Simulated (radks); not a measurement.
Isoelectronic series with 18 electrons, all held in the configuration [Ar], which need not be the ground one along the series. All-electron calculation, non-relativistic Kohn-Sham, PBE, spin-unpolarised, spherical densities, point nucleus. Program: a radial shooting solver on a logarithmic mesh with Libxc functionals. Total energies (hartree) and screening constants sigma, defined by e = -(Z - sigma)^2 / (2 n^2) hartree:

| ion | E (hartree) | 3p | 3s | 2p |
|---|---|---|---|---|
| Ar | -527.34613 | 15.392 | 14.011 | 9.781 |
| K+ | -599.54697 | 14.942 | 13.784 | 9.829 |
| Ca2+ | -676.68516 | 14.663 | 13.608 | 9.858 |
| Sc3+ | -758.74697 | 14.464 | 13.467 | 9.876 |
| Ti4+ | -845.72379 | 14.312 | 13.352 | 9.887 |
| V5+ | -937.60985 | 14.191 | 13.256 | 9.895 |
| Cr6+ | -1034.40103 | 14.092 | 13.175 | 9.899 |
| Mn7+ | -1136.09429 | 14.008 | 13.105 | 9.901 |
| Fe8+ | -1242.68734 | 13.937 | 13.044 | 9.902 |
| Co9+ | -1354.17841 | 13.875 | 12.991 | 9.902 |
| Ni10+ | -1470.56610 | 13.822 | 12.943 | 9.902 |
| Cu11+ | -1591.84928 | 13.774 | 12.901 | 9.901 |
| Zn12+ | -1718.02706 | 13.732 | 12.863 | 9.900 |
| Ga13+ | -1849.09868 | 13.693 | 12.829 | 9.899 |
| Ge14+ | -1985.06353 | 13.659 | 12.798 | 9.897 |
| As15+ | -2125.92108 | 13.628 | 12.769 | 9.895 |
